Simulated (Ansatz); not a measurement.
`OCBCl` and `OBCO` differ in one atom or group.

Ansatz, PBE0-D4/def2-TZVP geometries, multiplicity 1. Each molecule was computed in one conformer, which needn't be the lowest.

```tsv
property	`OCBCl`
LUMO energy (PBE0/def2-TZVPP) / eV	-1.47
size of the dipole moment (PBE/def2-TZVPP) / D	1.05
HOMO–LUMO gap (ωB97M-V/def2-TZVPP) / eV	11.12
HOMO–LUMO gap (PBE/def2-TZVPP) / eV	4.00
size of the dipole moment (B3LYP/def2-TZVPP) / D	1.24
LUMO energy (ωB97M-V/def2-TZVPP) / eV	0.56
```

(1) Give the same properties after the change, and the shifts. (Best estimate.)

## Answers

(1) The calculation gave: 
```json
{"property": "LUMO energy (PBE0/def2-TZVPP) / eV", "`OBCO`": "-0.10", "shift": "1.37"}
{"property": "size of the dipole moment (PBE/def2-TZVPP) / D", "`OBCO`": "2.86", "shift": "1.81"}
{"property": "HOMO–LUMO gap (ωB97M-V/def2-TZVPP) / eV", "`OBCO`": "11.91", "shift": "0.79"}
{"property": "HOMO–LUMO gap (PBE/def2-TZVPP) / eV", "`OBCO`": "4.88", "shift": "0.88"}
{"property": "size of the dipole moment (B3LYP/def2-TZVPP) / D", "`OBCO`": "3.01", "shift": "1.77"}
{"property": "LUMO energy (ωB97M-V/def2-TZVPP) / eV", "`OBCO`": "1.79", "shift": "1.23"}
```

With PBE0 the HOMO rises by 0.45 eV and the LUMO rises by 1.37 eV, so the gap widens by about 0.92 eV. PBE moves the HOMO by 0.46 eV and ωB97M-V by 0.45 eV. The zero-point energy changes by 38.1 kJ/mol with +3 modes. Dipoles are sizes alone; their direction can turn.

B3LYP here is the variant with VWN-RPA as its local correlation; programs differ in this.
